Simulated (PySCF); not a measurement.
C3H9FOSi.
Structure used (PBE0-D3(BJ)/def2-SVP), in Å, numbered top down from 1:
```xyz
15
C3H9FOSi angstrom
C     -2.2398   -0.3508    0.0589
C     -0.8870    0.3015    0.1893
F     -0.4718    0.7338   -1.0651
C      0.1898   -0.6206    0.7190
O      1.4152    0.0275    0.8680
Si     2.3928    0.5739   -0.3743
H     -2.1791   -1.2473   -0.5766
H     -2.9538    0.3479   -0.3986
H     -2.6274   -0.6446    1.0453
H     -0.9374    1.1980    0.8324
H      0.2725   -1.4857    0.0305
H     -0.1201   -1.0099    1.7032
H      2.0636    1.9660   -0.7959
H      2.3014   -0.3508   -1.5456
H      3.7792    0.5591    0.1730
```

Jobs on this species (15 atoms, 58 electrons) with PySCF (density fitting). Hardware of each: one thread of an Arm Neoverse V1, no GPU (shared host). The host was shared with other jobs, so the times are rough.

```
                level and settings                                                                           work  basis functions  SCF cycles  wall time
                     PBE/def2-SVPD  10 singlets by full TDDFT, 4 Tamm–Dancoff triplets, polarisability, ΔSCF ions              202           ?          ?
                      HF/def2-SVPD        10 singlets by TDHF, 4 Tamm–Dancoff triplets, polarisability, ΔSCF ions              202          10       32 s
               BHandHLYP/def2-SVPD  10 singlets by full TDDFT, 4 Tamm–Dancoff triplets, polarisability, ΔSCF ions              202          12       96 s
                     LDA/def2-SVPD  10 singlets by full TDDFT, 4 Tamm–Dancoff triplets, polarisability, ΔSCF ions              202          14       75 s
                   B3LYP/def2-SVPD  10 singlets by full TDDFT, 4 Tamm–Dancoff triplets, polarisability, ΔSCF ions              202          13    2.1 min
                    PBE0/def2-SVPD  10 singlets by full TDDFT, 4 Tamm–Dancoff triplets, polarisability, ΔSCF ions              202          14    2.0 min
PBE0-D3(BJ)/def2-SVP, grid level 1                                    geometry optimisation from a GFN2-xTB start              133          67       73 s
```

Task: Fill in the missing figures.

Result: 
- PBE/def2-SVPD; 10 singlets by full TDDFT, 4 Tamm–Dancoff triplets, polarisability, ΔSCF ions: 1.9 min, 15 SCF cycles

Task: What do all jobs in the table cost together?

Result: About 11 min; the longest takes about 20 % of that, and about 3.9 times as long as the shortest.
